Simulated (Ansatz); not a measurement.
ClH3MgOSi (`[SiH3][O][Mg][Cl]`). Charge 0, multiplicity 1. The geometry is a stationary point of PBE0-D4/def2-TZVP. It is one conformer, not always the lowest.

```xyz
7

Si   -0.298    0.527    1.128
O     0.078   -0.138   -0.295
Mg    0.493   -0.871   -1.863
Cl    0.998   -1.765   -3.776
H     0.685    0.139    2.180
H    -0.306    2.016    1.040
H    -1.650    0.092    1.585
```

Task: What is the dipole moment at B3LYP/def2-TZVPP? (Best estimate.)

Result: Computed: 0.10 D, with components (-0.02, 0.04, 0.09) D in this frame, pointing from negative to positive charge.

Task: And with PBE, r2SCAN, ωB97M-V? (An estimate is asked.)

Result: Ansatz gave: PBE 0.01 D, r2SCAN 0.10 D, ωB97M-V 0.11 D.

Task: Give the Mulliken charges with B3LYP, ωB97M-V, r2SCAN in def2-TZVPP. (Estimate.)

Result: The calculation gave: 
```csv
atom,B3LYP,ωB97M-V,r2SCAN
Si1,0.40,0.31,0.44
O2,-0.68,-0.68,-0.72
Mg3,0.99,0.96,1.03
Cl4,-0.42,-0.40,-0.45
H5,-0.10,-0.06,-0.10
H6,-0.10,-0.06,-0.10
H7,-0.10,-0.06,-0.10
```

B3LYP here is the variant with VWN-RPA as its local correlation; programs differ in this.
